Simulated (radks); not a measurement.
Results of a calculation; reference values are marked as such.
Ionisation of Zr+, [Kr] 4d2 5s1, to Zr2+, [Kr] 4d2, under several functionals. Scalar-relativistic Kohn-Sham, spin-polarised, spherical densities, point nucleus; open shells are filled with parallel spins first (spin-orbit coupling, left out, can overturn this in heavy ions); a radial shooting solver on a logarithmic mesh with Libxc functionals.

functional,E(Zr+) (hartree),Exc (hartree),IE (eV),-e(HOMO) (eV),<r> HOMO (bohr),IE error (eV)
exchange-only PBE,-3596.38561,-111.81720,13.173,9.927,2.183,+0.043
AM05,-3594.57050,-109.99984,13.467,10.582,3.345,+0.337
exchange-only B88,-3596.92029,-112.36267,13.178,9.947,2.184,+0.048
RPBE,-3598.58486,-114.06382,13.346,10.467,3.372,+0.216
"LDA (Slater exchange, Perdew-Wang correlation)",-3594.36938,-109.79172,13.709,10.737,3.343,+0.579
exchange-only LDA,-3590.77144,-106.13511,13.138,9.842,2.191,+0.008
PBEsol,-3596.26926,-111.71508,13.483,10.595,3.344,+0.353

NIST Atomic Spectra Database: 13.130 eV (measured). Closest: exchange-only LDA. The Delta-SCF values span 0.57 eV, the total energies 7.81 hartree. The highest occupied level is 4d. Open shells are spherical and high-spin; term and fine-structure splittings are not resolved.
